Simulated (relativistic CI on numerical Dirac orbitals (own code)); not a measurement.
# Magnetism of Ag4+, 4d7, in a crystal field

Calculated by Dirac-Coulomb-Breit CI, separate exchange-only KLI orbitals for each configuration, model QED (radiative potential, 1s self-energy scaled to tabulated hydrogen-like ionisation energies), valence Slater integrals scaled by 0.8, one configuration in a parametric crystal field (own radial code).

Field parameters in Wybourne normalisation: D4h B²₀ = −7Ds, B⁴₀ = 21(Dq − Dt), B⁴₄ = 21√(5/14) Dq. The field is a parameter set, without covalency.

S is read from ⟨S²⟩ = S(S + 1).

Powder χT (cm³ K mol⁻¹) by Van Vleck's formula, with temperature-independent terms:

| Field | 2 K | 5 K | 10 K | 20 K | 50 K | 100 K | 200 K | 300 K |
| --- | --- | --- | --- | --- | --- | --- | --- | --- |
| D4h, 10Dq = 21150, Ds = -1500, Dt = 120 cm⁻¹ | 0.625 | 0.626 | 0.627 | 0.629 | 0.635 | 0.646 | 0.667 | 0.688 |
| D4h, 10Dq = 21150, Ds = 3000, Dt = 120 cm⁻¹ | 0.647 | 0.648 | 0.649 | 0.651 | 0.657 | 0.667 | 0.687 | 0.707 |
| D4h, 10Dq = 21150, Ds = 2590, Dt = 120 cm⁻¹ | 0.644 | 0.645 | 0.646 | 0.648 | 0.654 | 0.664 | 0.685 | 0.705 |
| D4h, 10Dq = 21150, Ds = 2180, Dt = 120 cm⁻¹ | 0.642 | 0.643 | 0.644 | 0.646 | 0.652 | 0.662 | 0.683 | 0.703 |
| D4h, 10Dq = 21150, Ds = 1770, Dt = 120 cm⁻¹ | 0.64 | 0.641 | 0.642 | 0.644 | 0.65 | 0.66 | 0.681 | 0.702 |
| D4h, 10Dq = 21150, Ds = 1360, Dt = 120 cm⁻¹ | 0.638 | 0.639 | 0.64 | 0.642 | 0.648 | 0.659 | 0.68 | 0.701 |
| D4h, 10Dq = 21150, Ds = 950, Dt = 120 cm⁻¹ | 0.637 | 0.638 | 0.639 | 0.641 | 0.648 | 0.658 | 0.68 | 0.702 |
| D4h, 10Dq = 21150, Ds = 550, Dt = 120 cm⁻¹ | 0.639 | 0.639 | 0.64 | 0.643 | 0.649 | 0.661 | 0.683 | 0.706 |

Q: For D4h, 10Dq = 21150, Ds = 950, Dt = 120 cm⁻¹: what effective moment follows at 300 K?

A: μ_eff = √(8χT) = 2.37 μB. The ground level has S = 0.71; the spin-only moment for S = 1/2 is 1.73 μB. The difference comes from the orbital moment, spin-orbit mixing of terms and temperature-independent paramagnetism, all larger in this ionic model than in covalent complexes.
